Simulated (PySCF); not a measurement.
AlCl2 (SMILES [Cl][Al][Cl]), doublet, geometry from GFN2-xTB (such geometries of metal compounds can be far from the true shape). Base run: R2SCAN/6-31G run with PySCF.

Geometry (Å):
```xyz
3

Al     0.0016     0.6354     0.0235
Cl     1.8513    -0.2486     0.0172
Cl    -1.8525    -0.2373    -0.0352
```
Charge 0, spin multiplicity 2.
Orbitals are unrestricted.
All else is at PySCF's defaults.
Base energy -1162.72570 Eh.

Each row names what was changed in the base input (with any setting that the change needs).

```csv
change,ΔE vs base (mEh),grid points,electrons on the grid
base,0.000,56944,47.00000
"grids.atom_grid = (150, 974)",0.144,222064,47.00000
small_rho_cutoff = 0,0.000,56944,47.00000
grids.level = 0,-108.9,4872,47.01061
"grids.atom_grid = (30, 110)",-2.568,7272,47.00043
grids.becke_scheme = stratmann,0.000,56944,47.00000
grids.prune = off,0.000,104160,47.00000
grids.level = 5,0.161,129144,47.00000
grids.level = 2,-0.173,35384,47.00001
grids.prune = dft.gen_grid.sg1_prune,-0.060,19368,47.00000
grids.level = 4,0.185,86072,47.00000
```

Open shells are given as the SCF converged; they aren't shown to be the lowest states, and a large step between rows can be another state.
